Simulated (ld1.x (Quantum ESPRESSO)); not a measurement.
**Reading a pseudo-wave (oxygen (O))**

Columns: radius, all-electron u(r) and pseudo u(r) of the 2p shell (level -9.21 eV) of oxygen in the configuration [He] 2s2 2p4; LDA (PZ), non-relativistic, TM scheme, ld1.x (Quantum ESPRESSO) 7.5.

```tsv
r (bohr)	all-electron	pseudo
0.085	0.0790	0.0273
0.170	0.2335	0.1057
0.255	0.3957	0.2250
0.340	0.5380	0.3698
0.425	0.6516	0.5216
0.510	0.7355	0.6623
0.595	0.7925	0.7772
0.680	0.8266	0.8575
0.765	0.8421	0.9012
0.850	0.8431	0.9119
0.935	0.8330	0.8973
1.020	0.8148	0.8660
1.105	0.7907	0.8262
1.190	0.7626	0.7838
1.275	0.7318	0.7424
1.360	0.6995	0.7037
1.445	0.6665	0.6676
1.530	0.6333	0.6335
1.615	0.6005	0.6005
1.700	0.5683	0.5683
1.785	0.5369	0.5369
1.870	0.5066	0.5066
1.955	0.4775	0.4775
2.040	0.4496	0.4496
2.125	0.4229	0.4229
2.210	0.3975	0.3975
```

Problem. How many radial nodes do the two functions have?

Solution. The all-electron 2p function has n − l − 1 = 0; the pseudo-wave has 0.

Problem. At about which radius was the pseudo-wave matched?

Solution. 1.70 bohr. The columns agree to 0.0005 from 1.53 bohr on; several derivatives are matched, so the curves merge somewhat inside the radius.

Problem. Is the pseudo-wave norm-conserving?

Solution. Yes: the TM scheme keeps the norm inside the radius equal to the all-electron one, which fixes the energy derivative of the logarithmic derivative at the level.
